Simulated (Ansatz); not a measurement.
CH3BN2, SMILES `NB1C=N1`, relaxed with RKS PBE-D4/def2-SVP in Ansatz 0.2.0 from a rough embedded geometry. The force threshold is 0.03 eV/Å; the program also tests the step.

Charge 0, multiplicity 1.

Start:

```xyz
7

N    -0.586    0.473    1.189
B    -0.329    0.102   -0.200
C     0.539   -0.344   -1.239
N    -0.683   -0.168   -1.568
H    -0.793   -0.387    1.749
H     0.248    0.928    1.637
H     1.603   -0.603   -1.567
```

Q: By how much does the energy fall, and how many steps does the optimiser take? (Estimate.)

A: The calculation gave: 113.17 kJ/mol, in 9 steps.

Q: Which bonds change most? (Best estimate.)

A: Ansatz gave: N1–B2 from 1.460 to 1.390 Å; B2–C3 from 1.426 to 1.469 Å; C3–H7 from 1.143 to 1.108 Å; C3–N4 from 1.277 to 1.311 Å.

Q: Give the relaxed structure. (Estimate.)

A: Ansatz gave: 
```xyz
7

N    -0.407    0.309    1.245
B    -0.062   -0.036   -0.057
C     0.690   -0.252   -1.300
N    -0.575   -0.596   -1.314
H    -1.351    0.181    1.610
H     0.250    0.710    1.914
H     1.455   -0.316   -2.099
```
